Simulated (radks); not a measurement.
Numerical settings for neutral carbon, [He] 2s2 2p2. All-electron calculation, non-relativistic Kohn-Sham, PBEsol, spin-polarised, spherical densities, point nucleus; open shells are filled with parallel spins first. Program: a radial shooting solver on a logarithmic mesh with Libxc functionals. The defaults (mesh step 0.008 in ln r, mesh end at 40 bohr or more with all orbitals vanishing there, Anderson mixing 0.5 over 9 steps, residual threshold near 1e-9 with the energy settled to 1e-9 hartree or 1e-11 of itself, here a cap of 84 iterations) give E = -37.6235 hartree and 2p at -6.057 eV in 13 iterations. Run on one thread of a shared host, so times are rough (Arm Neoverse V2): 0.06 s of CPU time, 0.06 s wall, 13 iterations on 2496 mesh points. Changes against that run (0 stands for a change within the tolerance of the run):

\begin{tabular}{lrrrrr}
setting & iterations & converged & E (mhartree) & e(2p) (meV) & CPU (s) \\ \hline
mesh step in ln r 0.012 & 13 & yes & 0 & 0 & 0.04 \\
mesh step in ln r 0.02 & 13 & yes & 0 & 0 & 0.03 \\
mesh step in ln r 0.08 & 13 & yes & +0.000247 & 0 & 0.01 \\
mesh end (bohr) 20 & 13 & yes & 0 & 0 & 0.06 \\
mesh end (bohr) 3 & 13 & level above zero & +435 & +8.74e+03 & 0.05 \\
residual threshold 1e-16 & 84 & no & 0 & 0 & 0.24 \\
residual threshold 0.01 & 9 & yes & 0 & -0.0175 & 0.05 \\
mixing 0.05 & 15 & yes & 0 & 0 & 0.07 \\
linear mixing, mixing 0.8 & 18 & yes & 0 & 0 & 0.07 \\
linear mixing, mixing 0.5 & 31 & yes & 0 & 0 & 0.11 \\
mixing history 2 & 20 & yes & 0 & 0 & 0.08 \\
iteration cap 8 & 8 & no & 0 & -0.0175 & 0.04 \\
\end{tabular}

Settled on a wrong energy, with an occupied level pushed above zero by the early mesh end: mesh end (bohr) 3 (+0.435 hartree). Apart from these: no run marked as converged misses the energy by more than 1 mhartree. A mesh that ends early acts as a hard wall.
